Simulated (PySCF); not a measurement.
C4H7O, SMILES [CH2]C(=O)CC, multiplicity 2.

Coordinates come from a PBE0-D3(BJ)/def2-SVP optimisation. The isomer is the one that the SMILES or the coordinates give; other isomers of the formula were not compared. Other conformers were not sampled.

All values below come from PySCF with PBE0-D3(BJ)/def2-SVP.

Frequencies are harmonic and unscaled.

Computed vibrational spectrum:
| mode | ν (cm⁻¹) | IR (km/mol) | moving atoms (share of kinetic energy) |
|---|---|---|---|
| 1 | 64 | 0.3 | H 47 %, C 42 %, O 11 % |
| 2 | 210 | 0.1 | H 88 %, C 11 % |
| 3 | 252 | 5.9 | C 44 %, O 28 %, H 27 % |
| 4 | 365 | 0.1 | H 97 % |
| 5 | 410 | 4.5 | C 47 %, H 33 %, O 20 % |
| 6 | 498 | 2.1 | H 48 %, C 45 % |
| 7 | 598 | 7.8 | C 53 %, O 27 %, H 21 % |
| 8 | 711 | 13.4 | H 76 %, C 24 % |
| 9 | 791 | 6.6 | C 55 %, H 37 % |
| 10 | 810 | 23.7 | H 65 %, C 34 % |
| 11 | 968 | 0.3 | H 67 %, C 29 % |
| 12 | 1031 | 4.3 | H 49 %, C 40 %, O 11 % |
| 13 | 1062 | 0.0 | H 59 %, C 40 % |
| 14 | 1111 | 2.5 | C 61 %, H 36 % |
| 15 | 1213 | 51.4 | C 55 %, H 44 % |
| 16 | 1261 | 0.0 | H 83 %, C 17 % |
| 17 | 1374 | 12.3 | H 63 %, C 36 % |
| 18 | 1398 | 12.5 | H 75 %, C 25 % |
| 19 | 1431 | 9.4 | H 87 %, C 13 % |
| 20 | 1452 | 34.3 | H 63 %, C 37 % |
| 21 | 1461 | 8.1 | H 97 % |
| 22 | 1470 | 18.8 | H 89 %, C 11 % |
| 23 | 1681 | 66.9 | C 63 %, O 35 % |
| 24 | 3048 | 13.5 | H 94 % |
| 25 | 3070 | 15.5 | H 97 % |
| 26 | 3091 | 7.1 | H 91 %, C 9 % |
| 27 | 3168 | 5.6 | H 92 % |
| 28 | 3168 | 8.9 | H 93 % |
| 29 | 3169 | 11.4 | H 91 %, C 9 % |
| 30 | 3300 | 0.5 | H 89 %, C 11 % |
